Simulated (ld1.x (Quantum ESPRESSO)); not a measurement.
**An all-electron radial function and its pseudo partner (Zn)**

Columns: radius, all-electron u(r) and pseudo u(r) of the 4s shell (level -6.00 eV) of zinc in the configuration [Ar] 3d10 4s2 4p0; PBEsol, scalar-relativistic, TM scheme, ld1.x (Quantum ESPRESSO) 7.5.

| r (bohr) | all-electron | pseudo |
| --- | --- | --- |
| 0.150 | -0.1691 | -0.0248 |
| 0.300 | 0.0624 | -0.0519 |
| 0.450 | 0.2632 | -0.0839 |
| 0.600 | 0.2479 | -0.1235 |
| 0.750 | 0.1108 | -0.1733 |
| 0.900 | -0.0616 | -0.2352 |
| 1.050 | -0.2250 | -0.3090 |
| 1.200 | -0.3625 | -0.3910 |
| 1.350 | -0.4700 | -0.4733 |
| 1.500 | -0.5493 | -0.5463 |
| 1.650 | -0.6041 | -0.6022 |
| 1.800 | -0.6386 | -0.6382 |
| 1.950 | -0.6566 | -0.6566 |
| 2.100 | -0.6614 | -0.6614 |
| 2.250 | -0.6561 | -0.6561 |
| 2.400 | -0.6427 | -0.6427 |
| 2.550 | -0.6234 | -0.6234 |
| 2.700 | -0.5997 | -0.5997 |
| 2.850 | -0.5730 | -0.5730 |
| 3.000 | -0.5443 | -0.5443 |
| 3.150 | -0.5144 | -0.5144 |
| 3.300 | -0.4840 | -0.4840 |
| 3.450 | -0.4537 | -0.4537 |
| 3.600 | -0.4239 | -0.4239 |
| 3.750 | -0.3948 | -0.3948 |
| 3.900 | -0.3669 | -0.3669 |

Task: How many radial nodes do the two functions have?

Result: The all-electron 4s function has n − l − 1 = 3 (the table is too coarse to show those close to the nucleus); the pseudo-wave has 0, since the states of the same l below it are removed with the core.

Task: At about which radius was the pseudo-wave matched?

Result: 2.05 bohr. The columns agree to 0.0005 from 1.80 bohr on; several derivatives are matched, so the curves merge somewhat inside the radius.

Task: Is the pseudo-wave norm-conserving?

Result: Yes: the TM scheme keeps the norm inside the radius equal to the all-electron one, which fixes the energy derivative of the logarithmic derivative at the level.
